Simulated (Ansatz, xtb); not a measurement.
# Relative energy of two structures of C5H7BO

Structure X is a singlet given by its coordinates and structure Y is a singlet given by its coordinates. Both are isolated molecules in the gas phase, relaxed with r2SCAN-D4/def2-SVP.

X (Å):

```xyz
14

C    -0.9274   -0.9018    0.5166
C    -1.7112   -1.4247    1.6150
C    -1.7989   -2.7408    1.8951
C    -0.8443    0.4598    0.2334
C    -0.0073    0.6248   -0.8898
B    -0.0356   -1.6463   -0.5618
O     0.4763   -0.4485   -1.3892
H     0.9388   -2.2343   -0.1082
H    -0.6512   -2.3895   -1.3166
H    -2.2560   -0.7054    2.2426
H    -1.2670   -3.4792    1.2865
H    -2.3991   -3.1096    2.7318
H    -1.3275    1.2854    0.7639
H     0.2643    1.5761   -1.3692
```

Close contacts (Å): C1–C2 1.45, C1–C4 1.39, C1–B6 1.59, C2–C3 1.35, C4–C5 1.41, C5–O7 1.28, B6–O7 1.54, C2–H10 1.10, C3–H11 1.09, C3–H12 1.09, C4–H13 1.09, C5–H14 1.10, B6–H8 1.23, B6–H9 1.23.

Y (Å):

```xyz
14

C     0.8337   -1.8879    0.4838
C     0.4121   -1.3654   -0.6943
C    -0.5913   -0.3079   -0.7185
C    -1.1039    0.3052   -1.8255
C    -1.1045    0.1468    0.5588
B     0.3024   -1.4232    1.8901
O    -0.7593   -0.2910    1.6732
H     1.1490   -0.9161    2.6200
H    -0.2933   -2.2863    2.5278
H     1.5910   -2.6816    0.4348
H     0.7940   -1.7022   -1.6663
H    -1.8578    1.0926   -1.7377
H    -0.7756    0.0267   -2.8305
H    -1.8662    0.9480    0.5680
```

Close contacts (Å): C1–C2 1.36, C1–B6 1.57, C2–C3 1.46, C3–C4 1.37, C3–C5 1.45, C5–O7 1.25, B6–O7 1.57, C1–H10 1.10, C2–H11 1.10, C4–H12 1.09, C4–H13 1.09, C5–H14 1.11, B6–H8 1.23, B6–H9 1.23.

Quicker runs give these differences E(Y) − E(X): GFN2-xTB +9.6 kcal/mol; HF/STO-3G +13.8 kcal/mol (at GFN2-xTB geometries); r2SCAN-D4/def2-SVP//GFN2-xTB +10.7 kcal/mol.

Problem. Estimate E(Y) − E(X) at the level CCSD(T)/def2-SVP + ΔMP2/def2-TZVPP.

Solution. Calculated at CCSD(T)/def2-SVP + ΔMP2/def2-TZVPP: E(Y) − E(X) = +8.5 kcal/mol, so structure X lies lower.

How the difference moves with the method:

```
                             level            geometry  E(Y) − E(X) (kcal/mol)  departure from the last row (kcal/mol)  job, with rough time for the two
                          GFN2-xTB            GFN2-xTB                      +9.6                                    +1.1              optimisation, 0.92 s
                         HF/STO-3G            GFN2-xTB                     +13.8                                    +5.3               single point, 1.4 s
      r2SCAN-D4/def2-SVP//GFN2-xTB            GFN2-xTB                     +10.7                                    +2.2               single point, 8.1 s
                r2SCAN-D4/def2-SVP  r2SCAN-D4/def2-SVP                     +10.1                                    +1.6                optimisation, 87 s
                       HF/def2-SVP  r2SCAN-D4/def2-SVP                     +10.2                                    +1.7           part of the CCSD(T) run
                      MP2/def2-SVP  r2SCAN-D4/def2-SVP                      +8.5                                     0.0           part of the CCSD(T) run
                  CCSD(T)/def2-SVP  r2SCAN-D4/def2-SVP                      +8.6                                    +0.1                      single point
CCSD(T)/def2-SVP + ΔMP2/def2-TZVPP  r2SCAN-D4/def2-SVP                      +8.5                                                     single point, 2.8 min
```

The levels shown agree on the order. The largest departure from CCSD(T)/def2-SVP + ΔMP2/def2-TZVPP is that of HF/STO-3G, 5.3 kcal/mol. The last row adds to CCSD(T) the change of the MP2 difference between the two basis sets, here −0.1 kcal/mol.

With thermal terms from frequencies at re-optimised GFN2-xTB minima (ideal gas, soft modes damped towards free rotors, one conformer each, 298.15 K, 1 atm): on the last row, ΔE + ΔZPE = +8.4, ΔH = +8.2, ΔG = +8.8 kcal/mol.

The T1 diagnostic of structure X is large, so the coupled-cluster value is less sure. The correlated steps freeze 7 core orbitals. Programs: Ansatz 0.2.0, xtb 6.7.1; the last row on 2 threads of Intel(R) Xeon(R) Processor @ 2.50GHz (Skylake/Cascade Lake) on a shared host.
